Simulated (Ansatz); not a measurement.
Geometry optimisation, Ansatz, RKS PBE/def2-SVP.

The input (input.yaml):

```yaml
crystal:
  periodic: [false, false, false]
  atoms:
    - { symbol: W, position_ang: [0.0, 0.0, 0.0] }
    - { symbol: Cl, position_ang: [0.0, 0.0, 2.39] }
    - { symbol: F, position_ang: [1.85, 0.0, 0.0] }
    - { symbol: H, position_ang: [0.0, 1.72, 0.0] }
    - { symbol: H, position_ang: [-1.72, 0.0, 0.0] }
    - { symbol: F, position_ang: [0.0, -1.85, 0.0] }
    - { symbol: H, position_ang: [0.0, 0.0, -1.72] }
basis:
  gaussian: { orbitals: def2-SVP }
hamiltonian:
  xc: pbe
relax:
  f_tol: 0.02
  max_steps: 40
output:
  orbitals: {}
```

Launched with:

```bash
$ ansatz run input.yaml --threads 1 --pin off --max-ram 2048MiB --backend cpu --events-out ev --progress --plain --runs-dir out
```

Where does it end, and by what steps?

It converged. After 8 steps the energy has fallen by 2.714 eV; H7 moved furthest, 0.48 Å.

```csv
step,energy less start (eV),largest force component (eV/Å),accepted
0,0.0000,3.355,yes
1,-1.1534,1.439,yes
2,-1.8629,3.008,yes
3,-2.4791,1.340,yes
4,-2.6963,0.363,yes
5,-2.7101,0.263,yes
6,-2.7137,0.130,yes
7,-2.7123,0.286,no
8,-2.7144,0.007,yes
```

```xyz
7
Properties=species:S:1:pos:R:3
W 0.281 -0.281 0.269
Cl -0.317 0.317 2.393
F 1.998 0.260 -0.286
H -0.089 1.327 -0.064
H -1.327 0.089 -0.064
F -0.260 -1.998 -0.286
H -0.156 0.156 -1.292
```

Whether the end is a true minimum wasn't checked by a vibrational analysis.

The run took 19 s on 1 thread of Intel(R) Xeon(R) 6975P-C (Granite Rapids), with other jobs on the host, peak memory 0.14 GiB.
